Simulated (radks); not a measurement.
Question: These are the eigenvalues of the occupied orbitals of an atom or ion with whole-number occupations (hartree). All-electron calculation, scalar-relativistic Kohn-Sham, LB94 model potential, spin-polarised, spherical densities, finite nucleus; Fermi nuclear charge, rms radius of each element as measured or else 0.836 A^(1/3) + 0.57 fm. Program: a radial shooting solver on a logarithmic mesh with Libxc functionals.

| orbital | eigenvalue |
|---|---|
| 1s | -2828.037 |

Which element is it, and in what charge state? The configuration may be excited. Open shells, if any, are filled with parallel spins first.

Answer: Z = 73, tantalum, charge +71: Ta71+ in [He]. The 1s level, -2828 hartree, gives Z - s = 75.2 by -(Z - s)^2/2, which with screening and relativity narrows Z to a few neighbours, and with so few levels the electron count can be read from the list.
